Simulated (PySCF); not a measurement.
**UHF on Be(2+) (beryllium, charge +2)**

Configuration: 1s2, closed-shell 1S. Computed with PySCF 2.14 in aug-cc-pVDZ-DK (4s3p2d, 23 functions), with scalar relativity by spin-free X2C-1e.

```json
{
 "Total energy": "-13.613159 hartree",
 "One-electron energy": "-15.8886 hartree",
 "Hartree (Coulomb) energy": "4.5510 hartree",
 "Exchange energy": "-2.2755 hartree",
 "⟨S²⟩": "0.0000",
 "⟨L²⟩": "0.000",
 "Sum of ⟨r⟩": "0.8288 bohr",
 "Sum of ⟨r²⟩": "0.4642 bohr²",
 "Langevin diamagnetic susceptibility": "-0.368 ×10⁻⁶ cm³/mol",
 "Time after the integrals": "0.03 s of wall time on 1 thread of Neoverse-V2 (shared host)"
}
```

```json
{"shell": "1s", "electrons": "2", "mean orbital energy (hartree)": "-5.66884", "rms radius, mean of both spins (bohr)": "0.482"}
```
